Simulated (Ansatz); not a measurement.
`[CH3][V](=[NH])([F])[F]` + H₂O → `[CH3][V](=[NH])([OH])[F]` + H–F at 298.15 K and 1 bar (formal hydrolysis of a V–F bond).

Computed with Ansatz on PBE0-D4/def2-TZVP structures; ΔE is electronic, products minus reactants. CCSD(T)/CBS is the MP2 limit (def2-TZVPP, def2-QZVPP) plus CCSD(T) − MP2 in def2-TZVPP, frozen cores. This one scheme is used for every species. For V outer-core shells are correlated without core-valence functions, which leaves a few kJ/mol of doubt a bond. Scalar relativity is left out up to krypton. Each species was taken in one conformer, which may not be the lowest.

```csv
species,CCSD(T)/CBS energy (Eh),H − E (kJ/mol),S (J/(mol·K))
`[CH3][V](=[NH])([F])[F]`,-1238.29538,163.3,347.6
H₂O,-76.37941,66.4,188.7
`[CH3][V](=[NH])([OH])[F]`,-1214.26383,193.1,354.7
H–F,-100.39570,33.5,173.6
```

H − E and S are ideal-gas, rigid-rotor, harmonic terms from PBE0-D4/def2-TZVP, for one conformer and one mirror image of each species. 1 Eh = 2625.50 kJ/mol, R = 8.31446 J/(mol·K).

By hand: ΔE, ΔH, ΔS and ΔG.

ΔE = (-1214.26383) + (-100.39570) − (-1238.29538) − (-76.37941) = 0.01526 Eh = 40.1 kJ/mol. Δ(H − E) = 193.1 + 33.5 − 163.3 − 66.4 = -3.1, so ΔH = 37.0 kJ/mol. ΔS = 354.7 + 173.6 − 347.6 − 188.7 = -8.0 J/(mol·K). ΔG = 37.0 − 298.15 × (-8.0)/1000 = 39.4 kJ/mol.

By hand: the equilibrium constant, and the temperature at which ΔG would vanish if ΔH and ΔS stayed fixed.

log₁₀ K = −ΔG/(RT ln 10) = -6.9. ΔH and −TΔS have one sign here, so there is no such temperature.

The number of gas molecules stays the same, so ΔS is small and ΔH decides. A doubt of 5 kJ/mol in ΔE shifts log₁₀ K by 0.9 here. Other conformers and mirror images would add mixing entropy, several J/(mol·K) or more a flexible species. These are equilibria of isolated gas molecules and say nothing of rates. Largest T1 diagnostic: 0.031 (customary marks: 0.02 for closed shells, 0.045 for open ones).

ΔS is within the doubt of such terms, so its sign, and with it that verdict, could turn.
